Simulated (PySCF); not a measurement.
ClI, charge +1, sextet, geometry from GFN2-xTB of the parent state (a state made from the parent by changing its charge; the spin is typed, not shown lowest) (all electrons, no relativity); HF/STO-3G run with PySCF.

PySCF was given this input:
```python
from pyscf import gto, scf

mol = gto.M(
    atom='''
Cl   -0.00000000   -0.00000000   -1.69095804
I     0.00000000    0.00000000    0.54238277
''',
    basis='sto-3g',
    charge=1,
    spin=5,
    verbose=4,
)

mf = scf.ROHF(mol)
mf.kernel()
```

What the program printed (banner, timings and long lists left out):

```
PySCF version 2.14.0

[INPUT] verbose = 4
[INPUT] num. atoms = 2
[INPUT] num. electrons = 69
[INPUT] charge = 1
[INPUT] spin (= nelec alpha-beta = 2S) = 5
[INPUT] symmetry False subgroup None
[INPUT] Mole.unit = angstrom
[INPUT] Symbol           X                Y                Z      unit          X                Y                Z       unit  Magmom
[INPUT]  1 Cl     0.000000000000   0.000000000000  -1.690958040000 AA    0.000000000000   0.000000000000  -3.195447583731 Bohr   0.0
[INPUT]  2 I      0.000000000000   0.000000000000   0.542382770000 AA    0.000000000000   0.000000000000   1.024954889983 Bohr   0.0

nuclear repulsion = 213.486748150597
number of shells = 16
number of NR pGTOs = 108
number of NR cGTOs = 36
basis = sto-3g
ecp = {}

******** <class 'pyscf.scf.rohf.ROHF'> ********
method = ROHF
initial guess = minao
damping factor = 0
level_shift factor = 0
DIIS = <class 'pyscf.scf.diis.CDIIS'>
diis_start_cycle = 1
diis_space = 8
diis_damp = 0
SCF conv_tol = 1e-09
SCF conv_tol_grad = None
SCF max_cycles = 50
direct_scf = True
direct_scf_tol = 1e-13
num. doubly occ = 32  num. singly occ = 5
Set gradient conv threshold to 3.16228e-05
init E= -7282.90018310708
Traceback (most recent call last):
  File "input.py", line 15, in <module>
  File "<string>", line 2, in kernel
  File "site-packages/pyscf/scf/hf.py", line 2099, in scf
  File "site-packages/pyscf/scf/hf.py", line 176, in kernel
  File "site-packages/pyscf/scf/rohf.py", line 185, in get_occ
RuntimeError: Failed to assign mo_occ. Nocc (37) > Nmo (36)
```

The run crashed.
